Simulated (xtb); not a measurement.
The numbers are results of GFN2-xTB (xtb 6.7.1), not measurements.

```
xtb start.xyz --ohess tight --gfn 2 --chrg 0 --uhf 0 --iterations 400

# start.xyz
3

Cd     0.000000     0.000000     0.000000
Cl    -2.073224    -1.145653     0.288398
Cl     2.073221     1.145659    -0.288391
```

Output:

```
[...]
          :  # basis functions                  24          :
          :  # atomic orbitals                  22          :
          :  # shells                            8          :
          :  # electrons                        16          :
          :  max. iterations                   400          :
          :  Hamiltonian                  GFN2-xTB          :
          :  restarted?                      false          :
          :  GBSA solvation                  false          :
          :  PC potential                    false          :
          :  electronic temp.          300.0000000     K    :
          :  accuracy                    1.0000000          :
          :  -> integral cutoff          0.2500000E+02      :
          :  -> integral neglect         0.1000000E-07      :
          :  -> SCF convergence          0.1000000E-05 Eh   :
          :  -> wf. convergence          0.1000000E-03 e    :
          :  Broyden damping             0.4000000          :
          :  net charge                          0          :
          :  unpaired electrons                  0          :
          ...................................................

 iter      E             dE          RMSdq      gap      omega  full diag
   1     -9.7506094 -0.975061E+01  0.347E-05    3.79       0.0  T
   2     -9.7506094 -0.280664E-12  0.235E-05    3.79    2461.0  T
   3     -9.7506094 -0.120792E-12  0.162E-05    3.79    3561.0  T

   *** convergence criteria satisfied after 3 iterations ***

         #    Occupation            Energy/Eh            Energy/eV
      -------------------------------------------------------------
         1        2.0000           -1.0715601             -29.1586
         2        2.0000           -1.0509074             -28.5966
         3        2.0000           -0.5260277             -14.3139
         4        2.0000           -0.4454978             -12.1226
         5        2.0000           -0.4454978             -12.1226
         6        2.0000           -0.4402652             -11.9802
         7        2.0000           -0.4336333             -11.7998
         8        2.0000           -0.4336333             -11.7998 (HOMO)
         9                         -0.2942878              -8.0080 (LUMO)
        10                         -0.0923356              -2.5126
        11                         -0.0923356              -2.5126
        12                          0.0211643               0.5759
        13                          0.0219885               0.5983
       ...                                ...                  ...
        22                          0.7536615              20.5082
      -------------------------------------------------------------
                  HL-Gap            0.1393455 Eh            3.7918 eV
             Fermi-level           -0.3639606 Eh           -9.9039 eV


         :::::::::::::::::::::::::::::::::::::::::::::::::::::
         ::                     SUMMARY                     ::
         :::::::::::::::::::::::::::::::::::::::::::::::::::::
         :: total energy              -9.747313967250 Eh    ::
         :: gradient norm              0.000000967636 Eh/a0 ::
         :: HOMO-LUMO gap              3.791783643068 eV    ::
         ::.................................................::
         :: SCC energy                -9.750609603162 Eh    ::
         :: -> isotropic ES            0.063866232128 Eh    ::
         :: -> anisotropic ES          0.005676969580 Eh    ::
         :: -> anisotropic XC          0.003183236173 Eh    ::
         :: -> dispersion             -0.001818859408 Eh    ::
         :: repulsion energy           0.003295635912 Eh    ::
         :: add. restraining           0.000000000000 Eh    ::
         :: total charge               0.000000000000 e     ::
         :::::::::::::::::::::::::::::::::::::::::::::::::::::

           -------------------------------------------------
          |                Numerical Hessian                |
           -------------------------------------------------
step length          :   0.00500
SCC accuracy         :   0.30000
Hessian scale factor :   1.00000
frozen atoms in %    :   0.00000    0
RMS gradient         :   0.00000
estimated CPU  time      0.00 min
estimated wall time      0.00 min

writing file <hessian>.

 vibrational frequencies (cm⁻¹)
eigval :        0.00     0.00     0.00     0.00     0.00     0.44
eigval :        1.37   226.65   282.75
           -------------------------------------------------
          |                Property Printout                |
           -------------------------------------------------

    * Orbital Energies and Occupations

         #    Occupation            Energy/Eh            Energy/eV
      -------------------------------------------------------------
         1        2.0000           -1.0715601             -29.1586
         2        2.0000           -1.0509074             -28.5966
         3        2.0000           -0.5260276             -14.3139
         4        2.0000           -0.4454978             -12.1226
         5        2.0000           -0.4454978             -12.1226
         6        2.0000           -0.4402652             -11.9802
         7        2.0000           -0.4336333             -11.7998
         8        2.0000           -0.4336333             -11.7998 (HOMO)
         9                         -0.2942877              -8.0080 (LUMO)
        10                         -0.0923355              -2.5126
        11                         -0.0923355              -2.5126
        12                          0.0211643               0.5759
        13                          0.0219885               0.5983
        14                          0.0219885               0.5983
        15                          0.0227483               0.6190
        16                          0.0227483               0.6190
        17                          0.0243803               0.6634
        18                          0.0243803               0.6634
        19                          0.0243803               0.6634
       ...                                ...                  ...
        22                          0.7536615              20.5082
      -------------------------------------------------------------
                  HL-Gap            0.1393456 Eh            3.7918 eV
             Fermi-level           -0.3639605 Eh           -9.9039 eV

     #   Z          covCN         q      C6AA      α(0)
     1  48 Cd       1.545     0.432   191.323    26.550
     2  17 Cl       0.773    -0.216   105.796    15.734
     3  17 Cl       0.773    -0.216   105.796    15.734

 Mol. C6AA /au·bohr⁶  :       1173.524422
 Mol. C8AA /au·bohr⁸  :      70463.027758
 Mol. α(0) /au        :         58.017855

Wiberg/Mayer (AO) data.
largest (>0.10) Wiberg bond orders for each atom
Molecule has the following symmetry elements: (i) (Cinf) (C2) 2*(sigma)
It seems to be the Dinfh point group

 ---------------------------------------------------------------------------
     #   Z sym  total        # sym  WBO       # sym  WBO       # sym  WBO
 ---------------------------------------------------------------------------
     1  48 Cd   1.893 --     3 Cl   0.946     2 Cl   0.946
     2  17 Cl   1.236 --     1 Cd   0.946     3 Cl   0.290
     3  17 Cl   1.236 --     1 Cd   0.946     2 Cl   0.290
 ---------------------------------------------------------------------------

Topologies differ in total number of bonds
Writing topology from bond orders to xtbtopo.mol

molecular dipole:
                 x           y           z       tot (Debye)
 q only:        0.000      -0.000      -0.000
   full:        0.000      -0.000      -0.000       0.000
molecular quadrupole (traceless):
                xx          xy          yy          xz          yz          zz
 q only:       -5.185      -5.131       1.265       1.292       0.714       3.921
  q+dip:       -5.855      -5.793       1.428       1.458       0.806       4.427
   full:       -7.754      -7.673       1.891       1.932       1.067       5.863

           -------------------------------------------------
          |                Geometry Summary                 |
           -------------------------------------------------

      molecular mass/u    :      183.3174330
   center of mass at/Å    :        0.0000015      -0.0000042      -0.0000046
  moments of inertia/u·Å² :        0.5148622E-07   0.3771805E+03   0.3771805E+03
rotational constants/cm⁻¹ :        0.3274203E+09   0.4469380E-01   0.4469380E-01

 * 2 selected distances

     #   Z          #   Z                                           value/Å
     1  48 Cd       2  17 Cl                                      2.3063942 (max)
     1  48 Cd       3  17 Cl                                      2.3063941 (min)

 * 1 distinct bonds (by element types)

   Z      Z             #   av. dist./Å        max./Å        min./Å
  17 Cl  48 Cd          2     2.3063942     2.3063942     2.3063941

           -------------------------------------------------
          |               Frequency Printout                |
           -------------------------------------------------
 vibrational frequencies (cm⁻¹)
eigval :        0.00     0.00     0.00     0.00     0.00     0.44
eigval :        1.37   226.65   282.75
 reduced masses (amu)
   1: 65.22   2: 65.26   3: 82.63   4: 82.65   5: 82.61   6: 35.45   7: 35.45   8: 35.45
   9: 65.23
 IR intensities (km·mol⁻¹)
   1:  5.57   2:  5.44   3:  0.00   4:  0.00   5:  0.00   6:  0.00   7:  0.00   8:  0.00
   9: 62.66
 Raman intensities (Ä⁴*amu⁻¹)
   1:  0.00   2:  0.00   3:  0.00   4:  0.00   5:  0.00   6:  0.00   7:  0.00   8:  0.00
   9:  0.00
 output can be read by thermo (or use thermo option).
 writing <g98.out> molden fake output.
 recommended (thermochemical) frequency scaling factor: 1.0
           -------------------------------------------------
          |             Thermodynamic Functions             |
           -------------------------------------------------

din symmetry found (for desy threshold:  0.10E+00) used in thermo

          ...................................................
          :                      SETUP                      :
          :.................................................:
          :  # frequencies                           3      :
          :  # imaginary freq.                       0      :
          :  linear?                              true      :
          :  only rotor calc.                    false      :
          :  symmetry                              din      :
          :  rotational number                       2      :
          :  scaling factor                  1.0000000      :
          :  rotor cutoff                   50.0000000 cm⁻¹ :
          :  imag. cutoff                  -20.0000000 cm⁻¹ :
          :.................................................:

    mode    ω/cm⁻¹     T·S(HO)/kcal·mol⁻¹    T·S(FR)/kcal·mol⁻¹   T·S(vib)
   ------------------------------------------------------------------------
       1      1.37    -3.56775 (  0.00%)    -2.10880 (100.00%)    -2.10880
       2    226.65    -0.56808 ( 99.76%)    -0.60873 (  0.24%)    -0.56818
       3    282.75    -0.45229 ( 99.90%)    -0.54323 (  0.10%)    -0.45237
   ------------------------------------------------------------------------

   temp. (K)  partition function   enthalpy   heat capacity  entropy
                                   cal/mol     cal/K/mol   cal/K/mol   J/K/mol
 298.15  VIB   307.                 1194.427      4.497     10.496
         ROT  0.232E+04              592.502      1.987     17.386
         INT  0.713E+06             1786.928      6.484     27.882
         TR   0.240E+28             1481.254      4.968     41.506
         TOT                        3268.1822    11.4526    69.3876   290.3176

       T/K    H(0)-H(T)+PV         H(T)/Eh          T*S/Eh         G(T)/Eh
   ------------------------------------------------------------------------
    298.15    0.520818E-02    0.637178E-02    0.329683E-01   -0.265965E-01
   ------------------------------------------------------------------------

         :::::::::::::::::::::::::::::::::::::::::::::::::::::
         ::                  THERMODYNAMIC                  ::
         :::::::::::::::::::::::::::::::::::::::::::::::::::::
         :: total free energy          -9.773910464807 Eh   ::
         ::.................................................::
         :: total energy               -9.747313967251 Eh   ::
         :: zero point energy           0.001163601169 Eh   ::
         :: G(RRHO) w/o ZPVE           -0.027760098726 Eh   ::
         :: G(RRHO) contrib.           -0.026596497556 Eh   ::
         :::::::::::::::::::::::::::::::::::::::::::::::::::::

optimized geometry written to: xtbopt.xyz

           -------------------------------------------------
          | TOTAL ENERGY               -9.747313967251 Eh   |
          | TOTAL ENTHALPY             -9.740942186302 Eh   |
          | TOTAL FREE ENERGY          -9.773910464807 Eh   |
          | GRADIENT NORM               0.000000994142 Eh/α |
          | HOMO-LUMO GAP               3.791786227140 eV   |
           -------------------------------------------------

------------------------------------------------------------------------
```

Cost: very roughly 0.07 core-seconds.
